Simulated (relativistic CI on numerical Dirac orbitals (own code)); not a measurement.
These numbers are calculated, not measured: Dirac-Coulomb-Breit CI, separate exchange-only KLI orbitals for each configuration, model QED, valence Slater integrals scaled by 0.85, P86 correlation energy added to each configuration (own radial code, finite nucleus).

Configurations in the expansion (outside the closed core [Kr]): 4d10, 4d9 5s, 4d9 5p, 4d9 4f, 4d8 5s2, 4d9 5d, 4d9 6s, 4d9 6p, 4d8 4f2, 4d9 7s, 4d9 6d, 4d8 5s 5p, 4d9 7p, 4d9 5f, 4d9 5g, 4d9 7d, 4d9 6f, 4d8 5p2, 4d8 5s 6s. Levels of other configurations are missing.

Correlation outside the listed configurations is missing or only estimated: errors of thousands of cm⁻¹ between configurations and terms are usual at this charge. Rates and lifetimes follow the computed energies and can be off by large factors. The fine structure of a lone outer electron comes out too small, for d and f at times inverted, and misplaced configurations move strength between like terms. 18 of the 28 excited levels that our extract of the measured tables holds in this range could be paired (the sources list more); they are missed by 4028 cm⁻¹ on average and 8033 at most, and levels without a partner can miss by more.

Outline of the computed level scheme of Cd III. Lowest level of each configuration: 4d10 1S_0 at 0.0000 eV; 4d9 5s 3D_3 at 10.4199 eV; 4d9 5p 3P°_2 at 16.7967 eV; 4d8 5s2 3F_4 at 22.9446 eV; 4d9 5d 3S_1 at 24.8692 eV; 4d9 6s 3D_3 at 25.1114 eV.

Some strong electric-dipole decays among the lowest 45 levels: 4d9 5p 1P°_1 → 4d10 1S_0 (3.5e+09 s⁻¹); 4d9 5d 3G_5 → 4d9 5p 3F°_4 (1.7e+09 s⁻¹); 4d9 5d 1G_4 → 4d9 5p 3F°_3 (1.6e+09 s⁻¹); 4d9 5d 3S_1 → 4d9 5p 3P°_2 (1.6e+09 s⁻¹); 4d9 5d 1G_4 → 4d9 5p 3F°_3 (1.1e+09 s⁻¹); 4d9 5d 3P_2 → 4d9 5p 3P°_2 (1.1e+09 s⁻¹); 4d9 5d 3F_4 → 4d9 5p 3D°_3 (1.0e+09 s⁻¹); 4d9 5p 3D°_1 → 4d10 1S_0 (9.6e+08 s⁻¹).

Rates of lines that live on the mixing of spin multiplicities can be off by large factors.

LS names give the leading component of a level, which can be under half, so a name can repeat, a term be missing and a line seem to break the LS rules.
